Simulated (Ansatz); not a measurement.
Calculated with Ansatz (gas phase, PBE0-D4/def2-TZVP geometries, no zero-point term in ΔE). CCSD(T)/CBS is the MP2 limit (def2-TZVPP, def2-QZVPP) plus CCSD(T) − MP2 in def2-TZVPP, frozen cores. Functionals use def2-TZVPP. For Br, Ge outer-core shells are correlated without core-valence functions, which leaves a few kJ/mol of doubt a bond. Scalar relativity is left out up to krypton. One conformer a species, not always the lowest.

`C=[C]([GeH3])Br` + `C=C[SiH2]S` → `C=C[SiH2][S][GeH3]` + `C=CBr`  (ligand exchange at a Ge–C bond)

| level | ΔE (kJ/mol) |
| --- | --- |
| PBE-D4 | -62.3 |
| PBE | -58.4 |
| HF/def2-TZVPP | -59.6 |
| HF/CBS(def2) | -59.4 |

(1) What does CCSD(T)/CBS give? (Estimate.)

Largest T1 diagnostic among the species: 0.012.

## Answers

(1) The calculation gave: -58.0 kJ/mol. The listed levels differ from it by -4.3, -0.4, -1.6, -1.4 kJ/mol.

The D4 term adds −6.3 kJ/mol with B3LYP and −3.6 kJ/mol with PBE0; it sums over pairs of atoms, weighted by their polarisabilities, and B3LYP, whose exchange is more repulsive, gets the larger term.

B3LYP here is the variant with VWN-RPA as its local correlation; programs differ in this.
